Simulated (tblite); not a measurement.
Species: C₆H₁₂ClFO.
Atom-mapped SMILES: `[CH3:1][C@@H:2]([F:3])[CH2:4][CH2:5][C@@H:6]([Cl:7])[CH2:8][OH:9]` (hydrogens: H10, H11, H12 on C1; H13 on C2; H14, H15 on C4; H16, H17 on C5; H18 on C6; H19, H20 on C8; H21 on O9)

Computed with GFN2-xTB (tblite), gas phase: L-BFGS steps from a force-field or distance-geometry start until the largest atomic force falls under 0.01 eV/Å.

Step 0: E = -879.5564 eV
```
atom  x, y, z in Å  |  force x, y, z in eV/Å
C1     -3.3422    0.5634   -0.4200   -1.234   0.223  -0.212
C2     -2.1285    0.0602    0.3030    0.466   0.512   0.208
F3     -2.2589   -1.2911    0.4943   -0.056  -0.415   0.166
C4     -0.8420    0.3093   -0.4869    0.379  -0.228   0.432
C5      0.3856   -0.2166    0.2899   -0.072   0.258  -0.229
C6      1.6879   -0.0724   -0.5091   -0.056  -0.317   0.593
Cl7     2.0914    1.6662   -0.7727   -0.090  -0.178   0.057
C8      2.8679   -0.7345    0.2310    0.529  -0.014  -0.574
O9      4.0531   -0.7135   -0.5629   -0.604   0.600   0.290
H10    -4.2575    0.3422    0.1633    0.479   0.127  -0.218
H11    -3.3005    1.6451   -0.5834    0.090  -0.287   0.077
H12    -3.4646    0.0656   -1.3866    0.162   0.089   0.140
H13    -2.0668    0.5174    1.3145    0.055  -0.220  -0.297
H14    -0.7392    1.3724   -0.6863    0.016   0.100   0.058
H15    -0.9070   -0.2094   -1.4400   -0.045  -0.099  -0.104
H16     0.2303   -1.2753    0.5273    0.056   0.111  -0.171
H17     0.4701    0.3101    1.2480    0.051   0.034  -0.184
H18     1.5894   -0.5151   -1.5052    0.020   0.060   0.083
H19     2.6334   -1.7877    0.4346    0.079   0.161  -0.210
H20     3.0773   -0.2507    1.1915   -0.201   0.158   0.013
H21     4.2120    0.2312   -0.7825   -0.022  -0.674   0.082
```

Step 1: E = -879.6072 eV
```
atom  x, y, z in Å  |  force x, y, z in eV/Å
C1     -3.3599    0.5666   -0.4231   -0.115   0.045  -0.055
C2     -2.1218    0.0675    0.3060   -0.090   0.084  -0.143
F3     -2.2597   -1.2970    0.4967   -0.013  -0.052   0.120
C4     -0.8366    0.3061   -0.4807    0.154   0.012   0.009
C5      0.3846   -0.2129    0.2867    0.057   0.018   0.034
C6      1.6871   -0.0769   -0.5006   -0.027  -0.215   0.191
Cl7     2.0901    1.6637   -0.7719   -0.083  -0.163   0.070
C8      2.8754   -0.7347    0.2228    0.118   0.094  -0.024
O9      4.0445   -0.7049   -0.5588   -0.242  -0.074   0.097
H10    -4.2506    0.3440    0.1602    0.021   0.028   0.037
H11    -3.2992    1.6410   -0.5823    0.017  -0.071   0.023
H12    -3.4623    0.0669   -1.3846    0.084   0.028   0.008
H13    -2.0660    0.5142    1.3103    0.066  -0.097  -0.062
H14    -0.7390    1.3739   -0.6855    0.027  -0.026   0.079
H15    -0.9077   -0.2108   -1.4415   -0.026  -0.030   0.059
H16     0.2311   -1.2737    0.5248    0.049   0.138  -0.159
H17     0.4708    0.3106    1.2453    0.045   0.053  -0.138
H18     1.5897   -0.5143   -1.5040    0.013   0.081   0.183
H19     2.6346   -1.7854    0.4316    0.115   0.121  -0.218
H20     3.0744   -0.2485    1.1917   -0.209   0.085  -0.079
H21     4.2116    0.2216   -0.7814    0.039  -0.057  -0.031
```

Step 2: E = -879.6159 eV
```
atom  x, y, z in Å  |  force x, y, z in eV/Å
C1     -3.3637    0.5677   -0.4243    0.070  -0.020  -0.018
C2     -2.1226    0.0697    0.3039   -0.069  -0.036  -0.109
F3     -2.2600   -1.2986    0.4990   -0.010   0.050   0.079
C4     -0.8334    0.3059   -0.4799    0.019   0.015  -0.039
C5      0.3854   -0.2122    0.2869    0.043  -0.006   0.032
C6      1.6866   -0.0811   -0.4964    0.001  -0.090   0.087
Cl7     2.0885    1.6606   -0.7706   -0.073  -0.139   0.070
C8      2.8782   -0.7331    0.2215   -0.074   0.047   0.092
O9      4.0394   -0.7053   -0.5567   -0.028  -0.063  -0.040
H10    -4.2495    0.3447    0.1605   -0.059   0.009   0.070
H11    -3.2988    1.6393   -0.5818    0.002   0.017   0.003
H12    -3.4606    0.0675   -1.3843    0.051   0.009  -0.038
H13    -2.0648    0.5122    1.3088    0.053  -0.065  -0.044
H14    -0.7385    1.3736   -0.6840    0.040  -0.010   0.066
H15    -0.9082   -0.2115   -1.4407   -0.004  -0.020   0.063
H16     0.2320   -1.2711    0.5219    0.027   0.062  -0.116
H17     0.4716    0.3115    1.2427    0.046   0.077  -0.064
H18     1.5899   -0.5128   -1.5008    0.004   0.039   0.145
H19     2.6367   -1.7831    0.4276    0.108   0.072  -0.180
H20     3.0705   -0.2468    1.1904   -0.180   0.096  -0.030
H21     4.2123    0.2196   -0.7818    0.034  -0.045  -0.030
```

Step 3: E = -879.6223 eV
```
atom  x, y, z in Å  |  force x, y, z in eV/Å
C1     -3.3656    0.5681   -0.4257    0.112  -0.044   0.023
C2     -2.1240    0.0706    0.3005    0.003  -0.091  -0.017
F3     -2.2605   -1.2986    0.5023   -0.011   0.080   0.034
C4     -0.8308    0.3059   -0.4799   -0.069   0.011  -0.036
C5      0.3868   -0.2117    0.2875   -0.013  -0.001   0.013
C6      1.6862   -0.0857   -0.4914    0.005   0.049  -0.010
Cl7     2.0858    1.6554   -0.7682   -0.054  -0.077   0.064
C8      2.8785   -0.7312    0.2223   -0.114   0.020   0.083
O9      4.0355   -0.7061   -0.5563    0.069  -0.070  -0.078
H10    -4.2498    0.3454    0.1621   -0.057   0.004   0.048
H11    -3.2984    1.6386   -0.5814   -0.006   0.057  -0.009
H12    -3.4583    0.0681   -1.3849    0.017  -0.004  -0.068
H13    -2.0628    0.5094    1.3065    0.036  -0.029  -0.038
H14    -0.7372    1.3734   -0.6816    0.044   0.009   0.046
H15    -0.9086   -0.2124   -1.4389    0.018  -0.020   0.026
H16     0.2332   -1.2682    0.5173    0.000  -0.034  -0.054
H17     0.4733    0.3140    1.2396    0.041   0.088   0.011
H18     1.5902   -0.5110   -1.4955   -0.007  -0.024   0.069
H19     2.6405   -1.7800    0.4208    0.075  -0.030  -0.106
H20     3.0639   -0.2433    1.1890   -0.130   0.103   0.038
H21     4.2134    0.2165   -0.7826    0.038   0.003  -0.038
```

Question: Estimate the geometry and energy of step 4. (The exact step hangs on the optimiser's Hessian estimate; all steps are aligned on step 3, rigid shifts and turns removed.)

Answer: E = -879.6256 eV, largest force 0.138 eV/Å
```
atom  x, y, z in Å  |  force x, y, z in eV/Å
C1     -3.3655    0.5677   -0.4261    0.075  -0.028   0.020
C2     -2.1244    0.0698    0.2985    0.033  -0.068   0.031
F3     -2.2610   -1.2976    0.5049   -0.012   0.039   0.011
C4     -0.8304    0.3059   -0.4802   -0.069   0.003  -0.018
C5      0.3872   -0.2111    0.2879   -0.043   0.002   0.011
C6      1.6861   -0.0875   -0.4885   -0.012   0.099  -0.051
Cl7     2.0833    1.6511   -0.7656   -0.033  -0.009   0.053
C8      2.8772   -0.7297    0.2237   -0.059  -0.006   0.034
O9      4.0339   -0.7077   -0.5571    0.062  -0.012  -0.053
H10    -4.2505    0.3460    0.1636   -0.018   0.005   0.010
H11    -3.2983    1.6389   -0.5813   -0.006   0.036  -0.007
H12    -3.4567    0.0685   -1.3864    0.000   0.002  -0.050
H13    -2.0610    0.5071    1.3043    0.027   0.002  -0.018
H14    -0.7357    1.3734   -0.6794    0.035   0.015   0.029
H15    -0.9085   -0.2134   -1.4375    0.027  -0.020  -0.007
H16     0.2339   -1.2673    0.5137   -0.013  -0.069  -0.012
H17     0.4750    0.3170    1.2380    0.028   0.074   0.034
H18     1.5902   -0.5105   -1.4913   -0.013  -0.063   0.007
H19     2.6440   -1.7789    0.4151    0.044  -0.078  -0.047
H20     3.0577   -0.2394    1.1890   -0.090   0.087   0.059
H21     4.2148    0.2147   -0.7837    0.037  -0.012  -0.035
```

The energy changes by -0.0033 eV. The first-order estimate −F·Δx gives -0.0047 eV and the mean of the old and new forces, exact on a quadratic surface, -0.0033 eV. The step makes an angle of 46° with the force vector and moves no atom by more than 0.007 Å.

What follows is the cost of the whole relaxation. On an Intel Xeon at 2.50 GHz with one thread, shared host, this took 1.2 s of wall time.
